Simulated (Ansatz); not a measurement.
Relaxation of BF$_{2}$H$_{3}$S (7 atoms, charge 0, multiplicity 1), to a largest force component of 0.03 eV/Å in at most 50 steps.

Level of theory: RKS PBE-D4/def2-SVP (Ansatz).

```xyz
7
Properties=species:S:1:pos:R:3
B 0.042 0.261 -0.016
F -0.102 0.404 1.299
H 1.109 0.423 -0.559
F -1.067 0.052 -0.720
S 0.330 -2.716 0.753
H -0.922 -2.757 0.232
H -0.030 -1.698 1.613
```

**Question.** Where does it end, and by what steps?

**Answer.** The run converged. The force dipped under the threshold on the way, but the program's further checks kept it going. After 10 steps the energy has fallen by 0.075 eV; H7 moved furthest, 0.52 Å.

```tsv
step	energy less start (eV)	largest force component (eV/Å)	accepted
0	0.0000	0.520	yes
1	0.0743	1.496	no
2	-0.0216	0.356	yes
3	-0.0441	0.236	yes
4	-0.0527	0.468	yes
5	-0.0736	0.101	yes
6	-0.0750	0.024	yes
7	-0.0752	0.032	yes
8	-0.0752	0.040	yes
9	-0.0751	0.071	no
10	-0.0753	0.021	yes
```

```xyz
7
Properties=species:S:1:pos:R:3
B 0.031 0.255 -0.042
F -0.139 0.633 1.229
H 1.117 0.330 -0.573
F -1.073 0.040 -0.763
S 0.368 -2.481 0.629
H -0.922 -2.662 0.233
H -0.022 -2.143 1.889
```

Whether the end is a true minimum wasn't checked by a vibrational analysis.

Run time: 13 s on 2 threads of Arm Neoverse V1, on a shared host, peak memory 0.14 GiB.
